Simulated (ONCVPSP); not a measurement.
**What one change does to a pseudopotential (Sc (Z = 21), ONCV)**

```json
{
  "Element": "scandium",
  "Generator": "ONCVPSP 4.0.1",
  "Type": "optimised norm-conserving Vanderbilt (ONCV)",
  "Functional": "PBE",
  "Relativity": "fully relativistic",
  "Frozen core": "[Ne]",
  "Valence charge": "11",
  "Reference configuration": "3s2 3p6 3d1 4s2",
  "Partial waves": "3s+4s: rc 1.90 bohr, ncon 4, nbas 7, qcut 8.4 1/bohr, 3 projectors, debl 3.7 Ha; 3p: rc 1.55 bohr, ncon 4, nbas 8, qcut 9.4 1/bohr, 2 projectors, debl 3 Ha; 3d: rc 1.55 bohr, ncon 4, nbas 8, qcut 8.5 1/bohr, local",
  "Local potential": "the d channel",
  "Core correction": "Teter function, fcfact 5.75, rcfact 1.65"
}
```

Open shells are filled in proportion to 2j + 1.

Change: s: qcut 11.3.

Cutoffs: the cutoffs (Ha) at which the residual kinetic energy of the hardest occupied pseudo-wave falls to 1 and 0.1 mHa per electron; they do not see the model core or the augmentation charge, which bear on the density cutoff. Errors are all-electron minus pseudo energies relative to the spin-unpolarised reference configuration.

Task: How do hardness, ghosts and transferability respond?

Result: The potential gets neither clearly harder nor softer (30 Ha and 35 Ha → 30 Ha and 35 Ha); the d channel sets the loose cutoff, while the largest relative change is in s, which becomes harder; of the 3 tests that both files solve, the error grows in 0 and shrinks in 1 by more than 15 % and 0.3 meV (median size 1.7 → 1.3 meV); neither file shows a bound ghost.

| quantity | base | changed |
| --- | --- | --- |
| cutoff, loose | 30 Ha | 30 Ha |
| cutoff, tight | 35 Ha | 35 Ha |
| loose cutoff by channel | s 19 Ha, p 17 Ha, d 30 Ha | s 22 Ha, p 17 Ha, d 30 Ha |
| bound ghosts | none | none |
| GHOST(+) flags under 300 eV | none | none |
| tests counted (converged, no solver errors) | 3 of 4 | 3 of 4 |
| error for 3s2 3p6 3d1 4s1, meV [ΔE 6.90 eV] | -0.1 | -0.1 |
| error for 3s2 3p6 3d1 4s0, meV [ΔE 19.66 eV] | -1.7 | -1.3 |
| error for 3s2 3p6 3d0 4s2 4p1, meV [ΔE 3.46 eV] | +31 | +30 |
| s: phases at 1.92 bohr within 0.05 rad from the reference energy up to (Ha; the scan ends near 5) | to the end of the scan | to the end of the scan |
| p3/2: phases at 1.57 bohr within 0.05 rad from the reference energy up to (Ha; the scan ends near 5) | 2.8 | 2.8 |
| p1/2: phases at 1.57 bohr within 0.05 rad from the reference energy up to (Ha; the scan ends near 5) | 2.8 | 2.8 |
| d5/2: phases at 1.57 bohr within 0.05 rad from the reference energy up to (Ha; the scan ends near 5) | 1.6 | 1.6 |
| d3/2: phases at 1.57 bohr within 0.05 rad from the reference energy up to (Ha; the scan ends near 5) | 1.5 | 1.5 |
| rms error of d²Exc/dni dnj with the model core, mHa | 3.34 | 3.46 |

Base: Tests not counted: 3s2 3p6 3d0 4s0 (no result). These tests converged, but a pseudo level misses the all-electron one widely, so the file describes the atom poorly there or has found another state: 3s2 3p6 3d0 4s2 4p1: empty 3d by 6.3 eV. Changed file: Tests not counted: 3s2 3p6 3d0 4s0 (no result). These tests converged, but a pseudo level misses the all-electron one widely, so the file describes the atom poorly there or has found another state: 3s2 3p6 3d0 4s2 4p1: empty 3d by 6.3 eV.
